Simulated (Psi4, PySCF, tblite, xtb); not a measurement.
Two rigid molecules brought together: N2 ··· BCl3 (SMILES N#N and ClB(Cl)Cl). Monomers: optimised at B3LYP-D3(BJ) (def2-TZVP), held rigid. Orientation: lowest of the rigid-body minima from ten starts at GFN2-xTB. The monomers approach along the line of their centres of mass (distance R); nothing else relaxes.

Levels: GFN2-xTB (tblite); GFN1-xTB (xtb); RMP2/3-21G = PySCF with restricted MP2 (frozen core)/3-21G, no counterpoise correction; SAPT0/jun-cc-pVDZ, frozen core (Psi4).

Interaction energies in kJ/mol; the last columns give the difference from SAPT0:

```csv
R / Å,GFN2-xTB,GFN1-xTB,RMP2/3-21G,SAPT0/jun-cc-pVDZ,GFN2-xTB − SAPT0/jun-cc-pVDZ,GFN1-xTB − SAPT0/jun-cc-pVDZ,RMP2/3-21G − SAPT0/jun-cc-pVDZ
2.68,1.89,15.72,24.69,43.23,-41.33,-27.50,-18.54
2.85,-2.88,6.27,4.89,23.03,-25.91,-16.76,-18.14
3.07,-5.26,0.23,-7.43,7.97,-13.24,-7.75,-15.40
3.28,-5.80,-2.09,-11.27,0.89,-6.69,-2.98,-12.16
3.50,-5.58,-2.87,-11.26,-2.30,-3.28,-0.58,-8.97
3.65,-5.18,-2.96,-10.19,-3.11,-2.07,0.15,-7.08
3.98,-4.13,-2.67,-6.99,-3.19,-0.94,0.52,-3.80
4.30,-3.16,-2.20,-4.28,-2.53,-0.63,0.33,-1.74
4.81,-1.95,-1.48,-1.76,-1.52,-0.43,0.04,-0.24
5.50,-0.95,-0.79,-0.64,-0.73,-0.22,-0.05,0.10
6.48,-0.35,-0.31,-0.25,-0.29,-0.06,-0.02,0.04
7.76,-0.11,-0.10,-0.09,-0.10,-0.01,0.00,0.01
```

GFN2-xTB is furthest from SAPT0/jun-cc-pVDZ at 2.68 (-41.33 kJ/mol, below); its mean absolute difference over the points is 7.90 kJ/mol.

GFN1-xTB is furthest from SAPT0/jun-cc-pVDZ at 2.68 (-27.50 kJ/mol, below); its mean absolute difference over the points is 4.72 kJ/mol.

RMP2/3-21G is furthest from SAPT0/jun-cc-pVDZ at 2.68 (-18.54 kJ/mol, below); its mean absolute difference over the points is 7.18 kJ/mol.
